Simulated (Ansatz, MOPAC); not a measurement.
Species: H$_{6}$SiN$_{3}$O (charge 0, doublet). SMILES: N[Si](N)(N)[O]

Atoms: N1, Si2, N3, N4, O5, H6, H7, H8, H9, H10, H11. Bonds: N1-Si2, N1-H6, N1-H7, Si2-N3, Si2-N4, Si2-O5, N3-H8, N3-H9, N4-H10, N4-H11.

Bond lengths (Å) and angles (degrees) optimised at AM1 with MOPAC; PM7 with MOPAC; HF/6-31G* with Ansatz (a program for electronic structure); B3LYP/6-31G* with Ansatz, each started from the B3LYP-D3(BJ)/def2-TZVP structure (Ansatz) of the last column. A row stands for all coordinates that are equal there; 13 of 23 kinds are shown. 6-31G* holds six Cartesian d functions. No wavenumbers were computed at PM7, so these may be saddle points.

| coordinate | AM1 | PM7 | HF/6-31G* | B3LYP/6-31G* | B3LYP-D3(BJ)/def2-TZVP |
|---|---|---|---|---|---|
| N1-Si2 | 1.695 | 1.787 | 1.707 | 1.709 | 1.698 |
| N1-H6 | 0.984 | 1.005 to 1.010 | 0.997 | 1.010 | 1.005 |
| Si2-N3 | 1.695 | 1.913 | 1.707 | 1.759 | 1.745 |
| Si2-N4 | 1.695 | 1.787 | 1.704 | 1.723 | 1.708 |
| Si2-O5 | 1.792 | 1.448 | 1.684 | 1.638 | 1.626 |
| N3-H8 | 0.984 | 1.005 | 0.997 | 1.015 | 1.010 |
| N3-H9 | 0.984 | 1.005 | 0.997 | 1.016 | 1.011 |
| N4-H10 | 0.984 | 1.005 to 1.010 | 0.997 | 1.013 | 1.008 |
| N1-Si2-N3 | 112.8 | 98.5 | 124.7 | 115.6 | 115.4 |
| N1-Si2-N4 | 112.0 | 109.5 | 105.3 | 106.2 | 107.0 |
| N1-Si2-O5 | 106.3 | 121.4 | 101.2 | 110.6 | 110.3 |
| N3-Si2-N4 | 111.9 | 98.5 | 105.3 | 106.1 | 106.8 |
| N3-Si2-O5 | 106.0 | 100.7 | 101.2 | 96.5 | 95.9 |

A range marks coordinates that this level makes unequal.

Mean signed difference of all 10 bond lengths from B3LYP-D3(BJ)/def2-TZVP: AM1 -0.004 Å, PM7 0.015 Å, HF/6-31G* -0.004 Å, B3LYP/6-31G* 0.008 Å.
